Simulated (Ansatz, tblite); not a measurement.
Spin states of the cluster Zn3⁺, each relaxed with B3LYP/def2-TZVP in Ansatz. Electronic energies in the gas phase.

The xTB rows come from tblite. B3LYP takes the VWN-RPA correlation. Correlated methods freeze 27 core orbitals. The structure comes from a short search, and lower isomers may exist.

Doublet geometry (D∞h within 0.1 Å):

```xyz
3

Zn    2.250    0.913   -1.095
Zn   -0.002    0.010    0.004
Zn   -2.248   -0.923    1.091
```

Quartet geometry (D∞h within 0.1 Å):

Cartesian coordinates in Å:
```
Zn -0.892 2.598 -0.886
Zn 0.019 -0.002 -0.026
Zn 0.873 -2.595 0.911
```

⟨S²⟩: doublet 0.77 at PBE0/def2-TZVP (pure 0.75), quartet 3.75 at PBE0/def2-TZVP (pure 3.75).

Run but left out: HF/STO-3G, MP2/def2-TZVP (doublet: ⟨S²⟩ 0.96 to 4.74, where a pure state has 0.75).

Only these spin states were relaxed.

Estimate which spin state lies lowest at each of these levels, and by how much: GFN1-xTB; GFN2-xTB; HF/def2-TZVP; BLYP/def2-TZVP; r2SCANh/def2-TZVP; B3LYP/def2-TZVP; PBE0/def2-TZVP; RPA@PBE/def2-TZVP.


```tsv
level	quartet − doublet (kJ/mol)	lowest of these	remarks
GFN1-xTB	462.4	doublet	–
GFN2-xTB	713.2	doublet	–
HF/def2-TZVP	247.9	doublet	spin-contaminated (⟨S²⟩ 0.96) (doublet)
BLYP/def2-TZVP	392.2	doublet	–
r2SCANh/def2-TZVP	347.5	doublet	–
B3LYP/def2-TZVP	377.6	doublet	–
PBE0/def2-TZVP	352.4	doublet	–
RPA@PBE/def2-TZVP	334.4	doublet	–
```

Change of the quartet − doublet gap on mixing in exact exchange, in kJ/mol: BLYP to B3LYP (20 % exact exchange) -14.6. The xTB methods have no term that favours high spin, so they put low spin too low.
